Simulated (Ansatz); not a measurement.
Reaction (redistribution): `F[CH]([GaH2])[SiH2]Cl` + `[SiH3]BOC[SiH3]` → `[SiH3]CO[SiH2]Cl` + `F[CH]([GaH2])B[SiH3]`

Calculated with Ansatz (gas phase, PBE0-D4/def2-TZVP geometries, no zero-point term in ΔE). CCSD(T)/CBS adds triple-zeta CCSD(T) − MP2 to the extrapolated MP2 energy (def2 sets, frozen cores). DFT in def2-TZVPP. For Ga outer-core shells are correlated without core-valence functions, which leaves a few kJ/mol of doubt a bond. Scalar relativity is left out up to krypton. One conformer a species, not always the lowest.

```csv
level,ΔE (kcal/mol)
ωB97M-V,-8.0
PBE,-9.3
HF/def2-TZVPP,2.5
HF/CBS(def2),2.6
```

Task: What does CCSD(T)/CBS give? (An estimate is asked.)

Result: The calculation gave: -8.6 kcal/mol. The listed levels differ from it by 0.6, -0.7, 11.1, 11.2 kcal/mol.

Largest T1 diagnostic among the species: 0.015.

The D4 term adds −1.8 kcal/mol with B3LYP and −0.9 kcal/mol with PBE0; it sums over pairs of atoms, weighted by their polarisabilities, and B3LYP, whose exchange is more repulsive, gets the larger term. In def2-TZVPP, CCSD(T) changes the Hartree–Fock value by −11.3 kcal/mol (the triples alone add −2.0 kcal/mol) and MP2 by −13.6 kcal/mol. From PBE to PBE0 (25 % exact exchange), in def2-TZVPP and without D4, ΔE moves by +0.8 kcal/mol.

B3LYP here is the variant with VWN-RPA as its local correlation; programs differ in this.
